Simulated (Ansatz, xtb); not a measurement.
Relative energy of two isomers of C6H3ClN2

We compare a, `C#Cc1cncc(Cl)n1`, a singlet, with b, `C#Cc1cnc(Cl)cn1`, a singlet. Both are isolated molecules in the gas phase, relaxed with B3LYP-D3(BJ)/def2-SVP.

Quicker runs give these differences E(b) − E(a): GFN2-xTB +0.08 kcal/mol; HF/STO-3G −0.03 kcal/mol (at GFN2-xTB geometries); r2SCAN-D4/def2-SVP −0.19 kcal/mol (at GFN2-xTB geometries).

Q: Estimate E(b) − E(a) at the level CCSD(T)/def2-SVP + ΔMP2/def2-TZVPP.

A: CCSD(T)/def2-SVP + ΔMP2/def2-TZVPP gives E(b) − E(a) = −0.09 kcal/mol, slightly favouring structure b, which is too small a margin to settle the true order.

Level by level:

| level | geometry | E(b) − E(a) (kcal/mol) | departure from the last row (kcal/mol) | job, with rough time for the two |
| --- | --- | --- | --- | --- |
| GFN2-xTB | GFN2-xTB | +0.08 | +0.17 | optimisation, 1.2 s |
| HF/STO-3G | GFN2-xTB | −0.03 | +0.06 | single point, 3 s |
| r2SCAN-D4/def2-SVP | GFN2-xTB | −0.19 | −0.10 | single point, 18 s |
| B3LYP-D3(BJ)/def2-SVP | B3LYP-D3(BJ)/def2-SVP | −0.16 | −0.07 | optimisation, 3.1 min |
| HF/def2-SVP | B3LYP-D3(BJ)/def2-SVP | −0.22 | −0.13 | part of the CCSD(T) run |
| MP2/def2-SVP | B3LYP-D3(BJ)/def2-SVP | −0.16 | −0.07 | part of the CCSD(T) run |
| CCSD(T)/def2-SVP | B3LYP-D3(BJ)/def2-SVP | −0.15 | −0.06 | single point |
| CCSD(T)/def2-SVP + ΔMP2/def2-TZVPP | B3LYP-D3(BJ)/def2-SVP | −0.09 |  | single point, 7.7 min |

As drawn, both hold the same kinds of bond in the same numbers.

The largest departure from CCSD(T)/def2-SVP + ΔMP2/def2-TZVPP is that of GFN2-xTB, 0.17 kcal/mol. The last row adds to CCSD(T) the change of the MP2 difference between the two basis sets, here +0.06 kcal/mol.

With thermal terms from frequencies at re-optimised GFN2-xTB minima (ideal gas, soft modes damped towards free rotors, one conformer each, 298.15 K, 1 atm): the zero-point term adds 0.00 kcal/mol; ΔH is −0.10 and ΔG +0.01 kcal/mol.

The correlated steps freeze 13 core orbitals. Programs: Ansatz 0.2.0, xtb 6.7.1; the last row on 2 threads of AMD EPYC (Zen 3) on a shared host.
